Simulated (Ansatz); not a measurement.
Z-matrix (Å, degrees):
```
C
H 1 1.0914
H 1 1.0914 2 115.47
S 1 1.6048 2 122.27 3 -180.00
```
Charge 0, multiplicity 1.

These are frozen-core CCSD(T)/def2-TZVPP // r2SCAN-D4/def2-TZVP run with Ansatz (an electronic-structure program) values and carry that method's errors. The restricted HF reference is unstable towards unrestricted orbitals.

```
Item                           Result
----------------------  -------------
HF energy               -436.55266 Ha
MP2 correlation energy    -0.33462 Ha
```

Q: Estimate the CCSD correlation energy, the (T) correction, the total energy and the T1 diagnostic.

A: 
```json
{
  "CCSD correlation energy": "-0.36010 Ha",
  "(T) correction": "-0.01829 Ha",
  "CCSD(T) total energy": "-436.93105 Ha",
  "T1 diagnostic": "0.017"
}
```
